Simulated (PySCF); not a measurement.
**Fractional electron number in Zr (zirconium, neutral)**

The 5s beta orbital of [Kr] 4d2 5s2 is emptied in steps (occupation f), with all orbitals relaxed, ending at [Kr] 4d2 5s1. Computed with PySCF 2.14 in aug-cc-pVDZ-PP with ECP28MDF, with scalar relativity through the core potential. The exact energy is a straight line in f; departures are measured from the line between the end points of the same method.

```tsv
f	UHF (eV)	LDA (eV)	PBE (eV)
1	0.000	0.000	0.000
0.9	0.014	-0.226	-0.217
0.7	0.030	-0.530	-0.509
0.5	0.034	-0.632	-0.608
0.3	0.028	-0.532	-0.511
0.1	0.011	-0.228	-0.213
0	0.000	0.000	0.000
```

Question: For UHF, how does the orbital energy at f = 1 compare with the removal energy?

Answer: −ε = 5.375 eV against a total-energy difference of 5.219 eV. By Janak's theorem ε = ∂E/∂f, so the gap between them reflects the curvature. Along the path −ε is 5.337 (f = 0.9), 5.269 (f = 0.7), 5.211 (f = 0.5), 5.160 (f = 0.3), 5.115 (f = 0.1) eV.

```json
{"method": "UHF", "E(f=0) − E(f=1) (eV)": "5.219", "−ε at f=1 (eV)": "5.375", "−ε at f=0.5 (eV)": "5.211"}
{"method": "LDA", "E(f=0) − E(f=1) (eV)": "6.762", "−ε at f=1 (eV)": "4.250", "−ε at f=0.5 (eV)": "6.756"}
{"method": "PBE", "E(f=0) − E(f=1) (eV)": "6.462", "−ε at f=1 (eV)": "4.052", "−ε at f=0.5 (eV)": "6.454"}
```

Reference removal energy between the ground levels: 6.634 eV (measured; NIST Atomic Spectra Database, ionization energies). The calculation has no spin-orbit coupling. UHF lacks correlation.
